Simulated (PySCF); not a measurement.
# Simulated characterisation data

How the numbers were obtained: GFN2-xTB structure, σ from GIAO-PBE0/pcSseg-1, in PySCF 2.14.0 with density-fitted response routines (in vacuum, fast rotation and ring inversion assumed for equivalent nuclei, single conformer, no relativistic terms).

References, each an isolated molecule treated in the same way: $^{1}$H (31.72 ppm), $^{13}$C (186.93 ppm) against TMS. Where no couplings were computed, multiplicities follow the n + 1 count of equivalent neighbours, and m marks all less simple cases (inequivalent or close neighbours, rings, F or P nearby). Shifts are as computed. Against solution values, carbons near 30 ppm lie about +3 ppm off and those near 130 ppm about +5 ppm. Of 1211 compounds with measured shifts, 218 miss one by over three times the rms of a fit or turn the order of signals round; such compounds aren't used in these exercises.

**1.** `Cc1cnn([Si](C)(C)C)c1`, C7H14N2Si. $^{1}$H NMR (600 MHz, computed): δ 7.69 (m, 1H), 7.27 (m, 1H), 2.30 (s, 3H), 0.40 (s, 9H). $^{13}$C{$^{1}$H} NMR (computed): δ 147.5, 135.3, 123.1, 11.2, 0.1.

**2.** `CCc1c(C)nn([SiH3])c1C`, C7H14N2Si. $^{1}$H NMR (600 MHz, computed): δ 5.18 (s, 3H), 2.48 (q, 2H), 2.41 (s, 3H), 2.34 (s, 3H), 1.04 (t, 3H). $^{13}$C{$^{1}$H} NMR (computed): δ 154.3, 146.2, 126.9, 20.9, 19.1, 14.7, 11.6.
